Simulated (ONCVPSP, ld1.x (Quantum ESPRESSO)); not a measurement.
## Potentials for Ga compared

Generated with ld1.x 7.5 (TM, RRKJ, ultrasoft, PAW), atompaw 4.2 or ONCVPSP 4.0.1. The cutoff is in Ry: for ld1.x and atompaw files where the sum of valence levels is converged to 10 mRy in a Bessel basis, for ONCV files where the hardest occupied wave has 1 mHa per electron of residual kinetic energy. The error is the largest all-electron minus pseudo excitation energy over each file’s own four to seven test configurations (ionisations up to +4, promotions, holes and added fractions of an electron), all of which were solved. The labels leave out finer settings (local radius, basis sizes, second energies), which also bear on the numbers. Spin-polarised tests are not counted. The rows are a selection from randomly drawn settings: files with unsolved tests, undetermined cutoffs or missed reference levels are left out.

A true bound ghost makes a file unfit for plane-wave use even where its test errors are small: the radial tests pick states by their node count and pass the ghost by.

```csv
potential,cutoff (Ry),largest error (meV),bound ghosts
"ONCV, PBE, fully relativistic, rc 1.25/0.65/0.80 (spd), local smoothed, core correction yes, reference 3s2 3p6 3d10 4s2, qcut 11.1/13.4/17.7, projectors 2/2/2",267,-2.3,none
"RRKJ, LDA (PZ), scalar-relativistic, rc 1.95/1.75 (sp), local smoothed, core correction yes, reference 4s2 4p0",35,-98,none
"PAW, PBE, non-relativistic, rc 1.05/1.50/1.45 (spd), local smoothed, core correction yes, reference 3s2 3p6 3d10 4s2 4p1",80,-37,none
"ultrasoft, LDA (PZ), scalar-relativistic, rc 2.10/2.00 (sp), local smoothed, core correction yes, reference 4s2 4p1",6,-197,none
```

Q: Fill in the row for Ga: TM, PBE, scalar-relativistic, rc 1.65/1.95/1.90 (spd), local smoothed, core correction yes, reference 4s2 4p0.

A: cutoff 15 Ry, largest error -100 meV, bound ghosts: d.

Q: Fill in the row for Ga: ONCV, PBE, scalar-relativistic, rc 0.95/0.80/1.10 (spd), local smoothed, core correction yes, reference 3s2 3p6 3d10 4s1, qcut 16.7/14.2/16.1, projectors 3/2/1.

A: cutoff 190 Ry, largest error -107 meV, bound ghosts: none.

Q: Fill in the row for Ga: ONCV, LDA (Perdew-Wang 92), scalar-relativistic, rc 2.00/2.15/2.10 (spd), local smoothed, core correction yes, reference 4s1.5, qcut 4/3.7/5.1, projectors 2/2/1.

A: cutoff 13 Ry, largest error -53 meV, bound ghosts: none.
